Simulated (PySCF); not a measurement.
Gas-phase reaction: 3 SnHCl3 = SnHCl + 2 SnCl4 + 2 H, at 600 K and a standard pressure of 1 bar. Level: LDA/def2-TZVP†.

Computed with PySCF and rigid-rotor harmonic-oscillator thermochemistry at 1 bar. † marks an energy on the PBE0/def2-TZVP geometry and frequencies. Open shells (unrestricted): H (multiplicity 2); the rest are closed-shell singlets. Sn: scalar-relativistic def2 core potential, no spin-orbit coupling. SnHCl3, SnHCl: computed as isolated molecules; such fragments, hydroxides, amides, oligomers or adducts are transient or little studied in the gas. The harmonic model lacks anharmonicity and excited electronic states, which grow with temperature; levels with a mode under 35 cm⁻¹ are left out. Soft modes under 120 cm⁻¹ make the harmonic entropy rough for SnHCl3, SnCl4.

```json
[
 {"species": "SnHCl3", "E (Ha)": "-1590.89843", "H(600 K) − E (kJ/mol)": "74.6", "S°(600 K) (J/mol/K)": "410.1"},
 {"species": "SnHCl", "E (Ha)": "-673.32651", "H(600 K) − E (kJ/mol)": "41.7", "S°(600 K) (J/mol/K)": "307.1"},
 {"species": "SnCl4", "E (Ha)": "-2049.09850", "H(600 K) − E (kJ/mol)": "66.5", "S°(600 K) (J/mol/K)": "439.7"},
 {"species": "H", "E (Ha)": "-0.47835", "H(600 K) − E (kJ/mol)": "12.5", "S°(600 K) (J/mol/K)": "129.3"}
]
```
E: electronic energy; H − E holds the zero-point and thermal terms. 1 Ha = 2625.5 kJ/mol.

Work out ΔH°, ΔS°, ΔG° and log10 K from these numbers.

1. ΔE = 1×(-673.32651) + 2×(-2049.09850) + 2×(-0.47835) − 3×(-1590.89843) = 0.21508 Ha = 564.7 kJ.
2. Δ(H − E) = 1×(41.7) + 2×(66.5) + 2×(12.5) − 3×(74.6) = -24.1 kJ, so ΔH° = 540.6 kJ.
3. ΔS° = 1×(307.1) + 2×(439.7) + 2×(129.3) − 3×(410.1) = 214.8 J/K; the number of gas molecules changes by +2.
4. ΔG° = ΔH° − TΔS° = 540.6 − 600×(214.8)/1000 = 411.7 kJ.
5. log10 K = −ΔG°/(RT ln 10) = -35.83, with RT ln 10 = 11.49 kJ/mol; at standard pressures the reactants are favoured.
6. A shift of 10 kJ in ΔE would move log10 K by 0.87 here.
For scale, ΔH°(298 K) is 535 kJ at this level, 493 kJ at ωB97M-V/def2-TZVP†, and runs from 398 to 535 kJ over the 18 levels computed.
